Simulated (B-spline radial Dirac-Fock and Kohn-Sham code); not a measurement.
**Conversion-electron coefficients: Fe, 18.3 keV**

Z = 26 (iron), transition energy 18.3 keV. Level of theory: a Dirac-Hartree-Slater potential of the neutral atom with a Latter tail (no hole, which puts coefficients of high multipoles low close above an edge), finite nucleus with surface currents; a radial B-spline solver. Subshells that would emit electrons below 1 keV are left out.

```csv
subshell,electron energy (keV),E2,E4,E5,M1,M2
K,11.19,198,126000,3.15e+06,3.83,189
L1,17.46,15.1,5980,67000,0.365,24.4
L2,17.58,17.3,283000,2.25e+07,0.0215,2.34
L3,17.59,30.8,488000,3.87e+07,0.00880,5.56
M1,18.21,2.19,874,10100,0.0534,3.69
M2,18.23,2.39,40500,3.29e+06,0.00299,0.330
M3,18.23,4.24,69700,5.62e+06,0.00121,0.785
M4,18.29,0.00561,719,137000,6.88e-06,0.00160
M5,18.29,0.00787,1000,188000,5.60e-06,0.000363
total,,270,1.02e+06,7.37e+07,4.28,226
```

Q: For a pure E4 transition, what fraction of decays emits a photon?

A: 1/(1 + α) = 9.85e-07 with the total α = 1.02e+06; the total includes the outer subshells that are not listed.

Values without a named source are computed, but for edge energies of neutral atoms, which are taken from tables.
